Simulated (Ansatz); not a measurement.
Reaction (substitution at a C–B bond): `FCBCl` + `[CH2]1[NH][AlH]1` → `FC[N]1[CH2][AlH]1` + `BCl`

Gas-phase electronic energies from Ansatz, PBE0-D4/def2-TZVP geometries. CBS: MP2 limit from def2 TZ/QZ plus the TZ coupled-cluster correction, frozen cores. This one scheme is used for every species. One conformer a species, not always the lowest.

```tsv
species	CCSD/def2-TZVPP energy (Eh)
`FCBCl`	-624.08468
`[CH2]1[NH][AlH]1`	-337.03268
`FC[N]1[CH2][AlH]1`	-475.39694
`BCl`	-485.71544
```

**Question.** Work out ΔE.

**Answer.** ΔE = (-475.39694) + (-485.71544) − (-624.08468) − (-337.03268) = 0.00498 Eh = +13.1 kJ/mol. CCSD(T)/CBS gives +15.9 kJ/mol.

Largest T1 diagnostic among the species: 0.015.
